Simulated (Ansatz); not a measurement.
Born–Oppenheimer molecular dynamics of AlClH4N2 (8 atoms, charge 0, multiplicity 1). It starts from a relaxed structure.

All numbers below come from RKS PBE-D4/def2-SVP (Ansatz).

```json
{
  "ensemble": "NVT, Langevin thermostat",
  "time step": "0.5 fs",
  "steps asked": "500",
  "set temperature": "700 K",
  "friction": "0.05 /fs",
  "seed": "981396"
}
```

Frames 5 fs apart, positions in Å, forces in eV/Å.

Velocities at 0 fs (Å/ps):

```
Al 0.68 -5.21 -3.16
Cl -0.30 -3.17 -0.54
N 4.32 -0.36 -5.74
H -16.87 14.75 -9.23
H 2.22 40.34 4.50
N -1.78 12.76 11.92
H -43.30 7.74 32.03
H 14.83 15.58 -9.56
```

```xyz
8
Properties=species:S:1:pos:R:3:forces:R:3 time_fs=0 energy_less_start_eV=0.000 T=612
Al -0.003 0.026 -0.076 0.00 0.00 0.00
Cl -0.014 0.137 2.042 0.00 0.00 0.00
N 1.562 0.101 -0.914 0.00 0.00 0.00
H 1.707 0.057 -1.924 0.00 0.00 0.00
H 2.458 0.195 -0.433 0.00 0.00 0.00
N -1.558 -0.137 -0.918 0.00 0.00 0.00
H -2.459 -0.180 -0.439 0.00 0.00 0.00
H -1.693 -0.199 -1.928 0.00 0.00 0.00
8
Properties=species:S:1:pos:R:3:forces:R:3 time_fs=5 energy_less_start_eV=0.088 T=706
Al -0.009 0.007 -0.099 1.02 0.26 1.00
Cl -0.016 0.129 2.044 0.05 -0.06 -0.29
N 1.592 0.104 -0.916 -1.34 -0.23 -0.70
H 1.645 0.184 -1.943 0.20 -0.03 0.39
H 2.439 0.420 -0.476 0.60 0.18 0.29
N -1.578 -0.081 -0.863 0.40 -0.01 -0.99
H -2.477 -0.197 -0.428 -0.57 -0.08 0.23
H -1.623 -0.120 -1.885 -0.35 -0.02 0.08
8
Properties=species:S:1:pos:R:3:forces:R:3 time_fs=10 energy_less_start_eV=0.353 T=538
Al -0.014 -0.004 -0.142 1.77 0.50 1.99
Cl -0.015 0.122 2.051 0.09 -0.13 -0.83
N 1.641 0.122 -0.917 -1.72 -0.24 -1.06
H 1.680 0.384 -1.920 0.00 -0.28 0.35
H 2.406 0.603 -0.481 0.64 0.33 0.73
N -1.605 -0.028 -0.825 -1.57 -0.21 -0.91
H -2.570 -0.068 -0.378 1.61 0.00 -0.93
H -1.578 -0.093 -1.865 -0.81 0.04 0.65
8
Properties=species:S:1:pos:R:3:forces:R:3 time_fs=15 energy_less_start_eV=0.463 T=563
Al -0.006 -0.007 -0.158 0.80 0.58 2.10
Cl -0.006 0.114 2.063 0.09 -0.15 -1.12
N 1.674 0.114 -0.894 -0.30 1.13 -0.83
H 1.721 0.527 -1.860 -0.20 -0.69 0.51
H 2.358 0.737 -0.408 -0.54 -0.67 0.24
N -1.646 0.005 -0.806 2.13 -0.24 -0.82
H -2.557 0.095 -0.448 -1.53 0.08 0.90
H -1.656 -0.071 -1.808 -0.46 -0.04 -0.99
8
Properties=species:S:1:pos:R:3:forces:R:3 time_fs=20 energy_less_start_eV=0.632 T=686
Al 0.014 0.008 -0.147 -0.14 0.54 1.35
Cl -0.001 0.126 2.081 0.07 -0.12 -1.23
N 1.724 0.098 -0.865 -0.47 1.13 0.39
H 1.755 0.570 -1.785 -0.07 -0.38 -0.12
H 2.315 0.761 -0.289 -0.57 -0.93 -0.21
N -1.675 0.008 -0.811 -1.73 0.40 -1.82
H -2.626 0.373 -0.413 2.38 -0.87 -0.45
H -1.872 -0.128 -1.874 0.52 0.24 2.09
8
Properties=species:S:1:pos:R:3:forces:R:3 time_fs=25 energy_less_start_eV=0.698 T=588
Al 0.024 0.011 -0.132 -0.96 0.31 0.52
Cl 0.008 0.142 2.106 0.03 -0.10 -1.40
N 1.750 0.105 -0.815 -1.63 0.22 -0.06
H 1.809 0.508 -1.791 0.41 -0.19 1.38
H 2.262 0.606 -0.054 0.15 -0.10 -1.03
N -1.706 0.005 -0.855 3.17 -0.13 1.88
H -2.466 0.479 -0.428 -0.89 0.73 1.34
H -2.046 -0.178 -1.747 -0.28 -0.75 -2.63
8
Properties=species:S:1:pos:R:3:forces:R:3 time_fs=30 energy_less_start_eV=0.712 T=678
Al 0.051 -0.001 -0.122 -1.84 0.16 0.56
Cl 0.016 0.165 2.121 0.01 -0.12 -1.44
N 1.734 0.108 -0.747 -1.74 -0.95 0.87
H 1.869 0.475 -1.669 0.73 0.57 -0.61
H 2.247 0.478 0.047 0.91 0.38 -0.26
N -1.674 -0.004 -0.873 -0.47 0.32 -0.60
H -2.363 0.590 -0.329 0.85 -0.83 -0.51
H -2.179 -0.255 -1.808 1.56 0.47 1.99
8
Properties=species:S:1:pos:R:3:forces:R:3 time_fs=35 energy_less_start_eV=0.627 T=709
Al 0.071 -0.021 -0.107 -3.11 0.28 1.26
Cl 0.010 0.183 2.147 -0.07 -0.22 -1.53
N 1.697 0.102 -0.676 2.67 1.57 -1.03
H 1.990 0.592 -1.566 -0.58 -0.87 0.75
H 2.388 0.489 0.021 -0.74 -0.72 -0.43
N -1.636 -0.028 -0.895 2.52 0.52 2.95
H -2.249 0.559 -0.316 -0.14 -0.19 -0.03
H -2.044 -0.161 -1.775 -0.54 -0.37 -1.94
8
Properties=species:S:1:pos:R:3:forces:R:3 time_fs=40 energy_less_start_eV=0.577 T=806
Al 0.059 -0.028 -0.076 -2.07 0.38 1.55
Cl -0.005 0.211 2.167 -0.15 -0.29 -1.46
N 1.690 0.094 -0.631 1.09 0.33 -1.16
H 1.961 0.599 -1.469 -0.40 -0.19 -1.01
H 2.430 0.429 -0.043 0.57 -0.19 1.37
N -1.575 -0.057 -0.910 -0.11 0.89 0.03
H -2.215 0.570 -0.347 0.44 -0.81 -0.66
H -1.882 -0.012 -1.921 0.63 -0.12 1.32
8
Properties=species:S:1:pos:R:3:forces:R:3 time_fs=45 energy_less_start_eV=0.613 T=768
Al 0.049 -0.028 -0.027 -0.30 0.35 1.47
Cl -0.010 0.254 2.192 -0.22 -0.32 -1.29
N 1.721 0.071 -0.613 1.26 0.76 -0.10
H 1.776 0.575 -1.524 0.40 -0.45 0.50
H 2.587 0.284 -0.017 -1.62 -0.39 -1.03
N -1.525 -0.119 -0.926 1.49 -0.60 2.10
H -2.157 0.536 -0.522 -1.15 0.75 1.41
H -1.725 0.074 -1.856 0.14 -0.12 -3.05
8
Properties=species:S:1:pos:R:3:forces:R:3 time_fs=50 energy_less_start_eV=0.539 T=676
Al 0.032 -0.027 0.007 1.73 0.45 1.44
Cl -0.032 0.281 2.220 -0.20 -0.32 -1.27
N 1.775 0.061 -0.603 -2.64 0.14 -1.32
H 1.794 0.580 -1.512 0.58 -0.52 0.77
H 2.586 0.198 -0.030 0.68 0.26 0.41
N -1.500 -0.195 -0.898 -1.09 1.65 -1.93
H -2.222 0.474 -0.521 0.49 -0.83 0.03
H -1.567 0.047 -1.956 0.45 -0.82 1.86
8
Properties=species:S:1:pos:R:3:forces:R:3 time_fs=55 energy_less_start_eV=0.494 T=1265
Al 0.044 -0.042 0.052 2.07 0.59 0.75
Cl -0.052 0.278 2.244 -0.10 -0.32 -1.15
N 1.831 0.047 -0.593 -1.81 -0.11 0.42
H 2.077 0.525 -1.453 -0.34 0.06 -0.74
H 2.680 0.168 -0.043 -0.15 -0.22 0.74
N -1.487 -0.216 -0.871 0.80 -0.20 3.01
H -2.306 0.227 -0.453 -0.24 -0.04 -0.13
H -1.446 -0.116 -1.832 -0.23 0.24 -2.88
```

Of the whole run (250 fs, mean temperature of the second half 707 K): A run of 0.25 ps of so small a system gives no equilibrium averages.

Time of the run: 7.8 min on 2 threads of Arm Neoverse V2, with other jobs on the host, peak memory 0.12 GiB.
